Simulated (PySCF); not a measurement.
**Krypton: a sound run and one with changed settings**

Sound run: Kr²⁺ [Ar] 3d10 4s2 4p4, Kr³⁺ [Ar] 3d10 4s2 4p3. All numbers are calculated (PySCF 2.14, the spin-free X2C one-electron Hamiltonian (Gaussian nucleus), in jorge-DZP-DKH (8s6p2d1f, 43 functions)). The sound run starts from symmetry-adapted Hartree-Fock orbitals and uses a fine grid where one is needed.

A second run was set up differently.

| species | method | sound run (hartree) | changed run (hartree) | converged |
| --- | --- | --- | --- | --- |
| Kr²⁺ | UHF | -2786.66918 | -2786.66918 | yes |
| Kr²⁺ | BP86 | -2788.78553 | -2774.76171 | yes |
| Kr²⁺ | TPSS | -2788.34223 | -2774.29461 | yes |
| Kr³⁺ | UHF | -2785.41428 | -2785.41428 | yes |
| Kr³⁺ | BP86 | -2787.47723 | -2773.57733 | yes |
| Kr³⁺ | TPSS | -2787.04169 | -2773.11948 | yes |

Ionisation energy of Kr²⁺:

```tsv
method	sound run (eV)	changed run (eV)
UHF	34.148	34.148
BP86	35.601	32.228
TPSS	35.390	31.977
```

Problem. What was changed?
A. basis contracted for another Hamiltonian
B. too few SCF iterations
C. radial grid too coarse
D. all electrons correlated in a valence basis

Solution. C. It used radial step 1.2 in ln r (0.13 in the sound run). A coarse radial grid mis-integrates the density and the exchange-correlation energy, with errors of either sign; Hartree-Fock needs no grid.
